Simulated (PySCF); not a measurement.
**Tc: ionisation energy**

Tc [Kr] 4d5 5s2 (6S) → Tc+ [Kr] 4d5 5s1 (7S), as a difference of total energies. Calculation: PySCF 2.14, in aug-cc-pVTZ-DK (9s8p6d3f2g, 102 functions); scalar relativity by spin-free X2C-1e. Correlated levels: valence: [Kr] frozen. The calculations carry no spin-orbit coupling.

```tsv
method	ionisation energy (eV)
UHF	5.541
MP2 (valence)	6.755
SCS-MP2 (valence)	7.023
CCSD (valence)	6.854
CCSD(T) (valence)	6.968
```

Task: How much does correlation contribute at CCSD(T) (valence)?

Result: 6.968 − (5.541) = 1.427 eV, measured against UHF.

Errors of the correlated levels include the incompleteness of this basis and the frozen core.

For comparison: 7.119 eV (measured; NIST Atomic Spectra Database, ionization energies).
